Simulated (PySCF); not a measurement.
A PySCF script (with the pyscf-properties extension) for the NMR shieldings of `ClC[C@H](CC#N)[SiH2][SiH3]`, C4H10ClNSi2, on a GFN2-xTB geometry:

```python
import basis_set_exchange as bse
import numpy as np
from pyscf import gto, dft
from pyscf.prop import nmr

atoms = """
N    -2.310281   -1.464624   -2.220943
C    -2.102338   -0.555187   -1.560132
C    -1.849889    0.582439   -0.715053
C    -0.656649    0.345029    0.222464
C    -0.981201   -0.815064    1.144653
Cl    0.394376   -1.153432    2.224903
Si    0.990074    0.029744   -0.735744
Si    2.847371    0.495224    0.558325
H    -1.651028    1.445611   -1.355252
H    -2.762269    0.784359   -0.141287
H    -0.548555    1.247082    0.834461
H    -1.165747   -1.726635    0.574387
H    -1.841767   -0.611509    1.786606
H     0.884904   -1.344547   -1.236448
H     0.866436    0.897958   -1.920148
H     2.546272    1.388201    1.681319
H     3.469984   -0.709638    1.103440
H     3.861547    1.171306   -0.257208
"""
names = dict.fromkeys(["N", "C", "Cl", "Si", "H"], "pcSseg-1")
basis = {el: gto.basis.parse(bse.get_basis(n, elements=[el], fmt="nwchem")) for el, n in names.items()}
mol = gto.M(atom=atoms, basis=basis, charge=0, verbose=0)
mf = dft.RKS(mol, xc="PBE0")
mf.grids.level = 2
mf.grids.alignment = dft.numint.BLKSIZE   # the property module wants whole blocks of grid points
mf.conv_tol = 1e-9
mf.kernel()

calc = nmr.RKS(mf)   # GIAO
C = mf.mo_coeff
Co = C[:, mf.mo_occ > 0]
resp = mf.gen_response(singlet=True, hermi=2)
def vind(x):   # induced exchange potential for any number of trial vectors
    d = np.einsum("pi,xij,qj->xpq", C, 2 * x.reshape(-1, C.shape[1], Co.shape[1]), Co, optimize=True)
    return np.einsum("xpq,pi,qj->xij", resp(d - d.transpose(0, 2, 1)), C, Co, optimize=True).ravel()
mo1, _ = nmr.rhf.solve_mo1(calc, with_cphf=vind)
sigma = calc.kernel(mo1)
for i, s in enumerate(sigma):   # ppm
    print("%2d %-2s %9.2f" % (i, mol.atom_pure_symbol(i), np.trace(s) / 3))
```

Problem. Give the expected output.

Solution. 
```
 0 N     -39.40
 1 C      65.12
 2 C     165.29
 3 C     158.36
 4 C     132.43
 5 Cl    831.14
 6 Si    412.69
 7 Si    461.11
 8 H      29.09
 9 H      29.26
10 H      30.20
11 H      27.76
12 H      27.98
13 H      27.53
14 H      27.96
15 H      28.11
16 H      28.06
17 H      28.18
```

These numbers come from an equivalent density-fitted implementation of the same equations, which agrees with the script to about 0.01 ppm for H and up to a few tenths of a ppm for heavy atoms, so last digits may differ.

Problem. Turn these shieldings into chemical shifts. Shifts are taken against calculated references (same method and geometry level): ¹⁵N (σ = 267.73 ppm) against NH3; TMS for ¹³C (σ = 186.93 ppm) and ²⁹Si (σ = 349.16 ppm) and ¹H (σ = 31.72 ppm); HCl for ³⁵Cl (σ = 949.78 ppm).

Solution. Averaging equivalent atoms: N 0: 307.1; C 1: 121.8; C 4: 54.5; C 3: 28.6; C 2: 21.6; Cl 5: 119; Si 6: -63.5; Si 7: -112.0; H 13: 4.18; H 11: 3.96; H 14: 3.76; H 12: 3.74; H 15/16/17: 3.60; H 8: 2.62; H 9: 2.45; H 10: 1.52 ppm. Experimental scales use liquid or dissolved standards, which lie at an offset from isolated NH3 (liquid NH3: subtract about 20 ppm). Unscaled 15N shifts of sp2 nitrogen come out 20 to 40 ppm too high even then.

Size and cost of the density-fitted run: 207 basis functions, 75 s wall time on 1 thread of an Arm Neoverse N1, shared host; peak memory 0.85 GiB.
